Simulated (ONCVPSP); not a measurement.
**lead, ONCV: configuration errors across variants**

* Element: Pb (Z = 82)
* Generator: ONCVPSP 4.0.1
* Type: optimised norm-conserving Vanderbilt (ONCV)
* Functional: PBEsol
* Relativity: scalar-relativistic
* Frozen core: [Xe] 4f14
* Valence charge: 14
* Reference configuration: 5d10 6s2 6p2
* Partial waves: 6s: rc 1.70 bohr, ncon 4, nbas 7, qcut 3.9 1/bohr, 3 projectors, debl 3.4 Ha; 6p: rc 2.40 bohr, ncon 4, nbas 7, qcut 3 1/bohr, 3 projectors, debl 0.3 Ha; 5d: rc 1.60 bohr, ncon 5, nbas 9, qcut 11.8 1/bohr, 2 projectors, debl 3.6 Ha
* Local potential: polynomial inside 1.05 bohr (lpopt 1, dvloc0 2 Ha)
* Core correction: Teter function, fcfact 4.25, rcfact 1.45

All-electron excitation energies from the reference (eV): (1) 5d10 6s2 6p1 6.598; (2) 5d10 6s2 6p0 20.046; (3) 5d10 6s1 6p0 52.526; (4) 5d10 6s0 6p4 17.906.

1 further variants failed, have other tests or too few solved ones, and are left out.

A true bound ghost makes a file unfit for plane-wave use even where its test errors are small: the radial tests pick states by their node count and pass the ghost by.

Errors AE − PS in meV (a dash: test not solved or not reliable):

```
      change   (1)  (2)  (3)  (4)  bound ghosts  GHOST(+) flags above zero
        base  -4.2  -16  -39  -21          s, p                       none
 d: qcut 7.6  -4.2  -16  -39  -22          s, p                       none
d: qcut 11.6  -4.2  -16  -39  -21          s, p                       none
d: qcut 13.5  -4.2  -16  -38  -21          s, p                       none
d: qcut 15.4  -4.2  -16  -38  -21          s, p                          d
```

Give the same row for: d: qcut 9.5.

-4.2, -16, -40, -22; bound ghosts: s, p; GHOST(+) flags above zero: none.
